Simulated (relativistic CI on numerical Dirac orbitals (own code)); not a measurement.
**Sensitivity of the levels of Sn IV to α and to the nuclear radius**

Computed by Dirac-Coulomb-Breit CI, orbitals from a KLI potential per configuration, valence Slater integrals scaled by 0.85, P86 correlation energy added to each configuration, derivatives by finite differences, QED left out (own radial code, finite nucleus).

CI space (outside the closed core [Kr]): 4d¹⁰5s, 4d¹⁰5p, 4d¹⁰5d, 4d¹⁰5f, 4d¹⁰6s, 4d⁹5s², 4d¹⁰6p, 4d¹⁰4f. Levels of other configurations are missing.

With x = (α/α₀)² − 1 an excitation energy changes as ω = ω₀ + qx; K = 2q/ω₀ is the relative enhancement. Terms are leading LS components, so labels can repeat. The field-shift factor is F = δν/δ⟨r²⟩ for the transition from the lowest level.

Lowest level 4d¹⁰5s ²S1/2.

```tsv
Level	ω₀ (cm⁻¹)	q (cm⁻¹)	F (GHz/fm²)
4d¹⁰5p ²P°1/2	68300.3	5374	-11.7
4d¹⁰5p ²P°3/2	74290.9	12000	-11.9
4d¹⁰5d ²D3/2	159535.4	12890	-11.7
4d¹⁰5d ²D5/2	160136.8	13240	-11.5
4d¹⁰6s ²S1/2	167616.5	9328	-8.22
4d⁹5s² ²D5/2	176903.8	-25120	16
4d⁹5s² ²D3/2	185053.0	-17440	16.3
4d¹⁰6p ²P°1/2	191299.1	10560	-11.7
4d¹⁰6p ²P°3/2	193357.8	12810	-11.7
4d¹⁰4f ²F°7/2	208106.3	13150	-11.6
4d¹⁰4f ²F°5/2	208233.0	13270	-11.6
4d¹⁰5f ²F°7/2	248715.9	13180	-11.6
4d¹⁰5f ²F°5/2	248800.1	13270	-11.6
```

Correlation outside the listed configurations is missing or only estimated: errors of thousands of cm⁻¹ between configurations and terms are usual at this charge. Rates and lifetimes follow the computed energies and can be off by large factors. The fine structure of a lone outer electron comes out too small, for d and f at times inverted, and misplaced configurations move strength between like terms.

**Question.** Which transition from the lowest level has the largest |K|?

**Answer.** 4d¹⁰5p ²P°3/2 at 74290.9 cm⁻¹, K = 0.323.
